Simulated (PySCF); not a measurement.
**Name the molecule from its bond curve**

A diatomic of charge 0 contains Cs. Its triplet curve at ROHF-SCS-MP2 in a double-zeta basis (scalar-relativistic core potentials, PySCF), in eV from the separated fragments:

R (Å), E (eV) and a bar:
```
    2.448      0.151 #####################
    2.561     -0.092 ########
    2.675     -0.219 ##
    2.761     -0.257 
    2.846     -0.259 
    2.931     -0.234 #
    3.045     -0.169 #####
    3.188     -0.055 ##########
    3.358      0.107 ##################
    3.586      0.337 ##############################
```

The fit gives ωe = 302 cm⁻¹ and the rotational constant Bₑ = 0.1687 cm⁻¹.

Task: Which atom is the partner?

Result: The minimum lies at 2.808 Å, so the reduced mass is 16.8576 u Å² cm⁻¹/(Bₑ·Re²) = 12.67 u. With Cs at 132.91 u the partner weighs about 14.0 u: N. The molecule is CsN.

Correlated steps freeze 1 core orbital. Spin–orbit coupling is left out. The state was picked by a PBE0 search and need not be the measured ground state.
